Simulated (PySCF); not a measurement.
Work out the structure from these simulated measurements.

Formula: C5H9NSi2.

| Item | Value |
| --- | --- |
| UV, first state | lowest singlet excitation: 4.83 eV (257 nm, f = 0.008) [TDDFT CAM-B3LYP/def2-SVPD] |
| Dipole | 2.00 D [CAM-B3LYP/def2-SVPD] |
| UV, strongest line | among the 8 lowest singlet transitions: S5 at 6.80 eV (182 nm, f = 0.553) [TDDFT CAM-B3LYP/def2-SVPD] |
| 13C NMR | chemical shifts (computed TMS as zero) by class: 155.1 (2 C), 147.2 (1 C), 135.1 (2 C) ppm [GIAO PBE0/pcSseg-1] |
| Triplet | lowest triplet excitation (Tamm–Dancoff): 4.16 eV [TDA CAM-B3LYP/def2-SVPD] |
| Rotational structure | rotational constants A, B, C: 3.221, 0.724, 0.706 GHz [GFN2-xTB] |

Electronic properties: PySCF, gas phase, density fitting. Levels stand in brackets. Isolated species at its GFN2-xTB geometry (one conformer only). Each NMR value is the plain mean over a class of atoms that symmetry, rotation or inversion makes alike.

Task: Give a SMILES that accounts for the data.

Result: Numbering: `[SiH3:1][SiH2:2][c:3]1[cH:4][cH:5][n:6][cH:7][cH:8]1`. Its formula, C5H9NSi2, gives 4 degrees of unsaturation: 1 ring and 3 π bonds in the structure found (Kekulé form). 5 carbons fall into 3 classes; from least to most shielded: aromatic CH next to a ring nitrogen [C5/C7] (155.1 ppm, 2 C), substituted aromatic carbon [C3] (147.2 ppm), aromatic CH carbon [C4/C8] (135.1 ppm, 2 C). The optimised geometry has point group Cs and is an asymmetric top. Structure: `[SiH3][SiH2]c1ccncc1`. Computed isomers that give other values at the same levels: `N#CC1=C(C[SiH3])C[SiH2]1` (13C chemical shifts (computed TMS as zero) by class: 190.6 (1 C), 120.5 (1 C), 110.8 (1 C), 24.7 (1 C), 22.5 (1 C) ppm); `[SiH3][SiH2]c1ccccn1` (13C chemical shifts (computed TMS as zero) by class: 169.3 (1 C), 155.5 (1 C), 140.2 (1 C), 136.4 (1 C), 127.4 (1 C) ppm). The assignments are read from this structure; whether some other isomer fits the data as well wasn't checked.

Conformer computed: `[SiH3:1][SiH2:2][c:3]1[cH:4][cH:5][n:6][cH:7][cH:8]1`: Si1–Si2–C3–C4 89°.
